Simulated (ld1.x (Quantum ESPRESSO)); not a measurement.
**Transferability test, ultrasoft potential for Dy**

- Element: dysprosium (Dy)
- Generator: ld1.x (Quantum ESPRESSO) 7.5
- Type: ultrasoft
- Functional: PBE
- Relativity: fully relativistic
- Frozen core: [Kr] 4d10 4f9
- Valence charge: 11
- Reference configuration: 5s2 5p6 5d1 6s1.5 6p0.5
- Partial waves: 5s (bound): rcut 1.65, rcutus 1.85 bohr; 6s (bound): rcut 1.65, rcutus 1.85 bohr; 5p (bound): rcut 2.00, rcutus 2.10 bohr; 6p (bound): rcut 2.00, rcutus 2.10 bohr; 5d (bound): rcut 2.15, rcutus 2.55 bohr; 5d channel at 4.7 Ry: rcut 2.15, rcutus 2.55 bohr; 5f channel at 0.05 Ry: rcut 2.60, rcutus 2.90 bohr
- Local potential: all-electron potential smoothed inside 2.00 bohr (lloc = -2)
- Core correction: Bessel-smoothed model core inside 1.55 bohr
- Augmentation charge: built from norm-conserving waves at rcut, not smoothed further

Open shells are filled in proportion to 2j + 1 (rel_dist='average').

Energies are relative to the spin-unpolarised reference configuration 5s2 5p6 5d1 6s1.5 6p0.5; without spin polarisation the order of configurations can differ from experiment.

```
valence configuration  charge  ΔE all-electron (eV)  error AE − PS (meV)
  5s2 5p6 5d1 6s2 6p0       0                -1.480                 -272
  5s2 5p6 5d1 6s1 6p0      +1                 5.362                 +525
  5s2 5p6 5d1 6s0 6p0      +2                17.792                +2031
  5s2 5p6 5d2 6s0 6p0      +1                 6.855                +2032
  5s2 5p5 5d1 6s2 6p0      +1                32.412                -1834
  5s2 5p6 5d0 6s0 6p0      +3                37.695                +1974
```

(1) What are ΔE and the potential's error for 5s2 5p6 5d1 6s0 6p1?

Levels in the configuration 5s2 5p6 5d1 6s2 6p0:

```csv
level,all-electron (eV),pseudo (eV)
5s j=1/2,-52.731,-54.206
5p j=1/2,-32.034,-33.428
5p j=3/2,-27.049,-28.391
5d j=3/2,-2.485,-3.421
5d j=5/2,-2.201,-3.109
6s j=1/2,-4.265,-3.733
```

A Bessel basis up to 400 Ry misses an occupied level by 0.62 Ry, so cutoffs and ghosts were not judged. The potential misses its own reference levels by up to 1.4 eV, so it is not fit for use.

## Answers

(1) ΔE = 9.098 eV all-electron; the error (AE − PS) is +1224 meV.

These tests converged, but a pseudo level misses the all-electron one widely, so the file describes the atom poorly there or has found another state: 5s2 5p6 5d1 6s0 6p0: empty 6p by 7.5 eV; 5s2 5p6 5d2 6s0 6p0: empty 6p by 3.6 eV; 5s2 5p6 5d0 6s0 6p0: empty 6s by 2.7 eV.
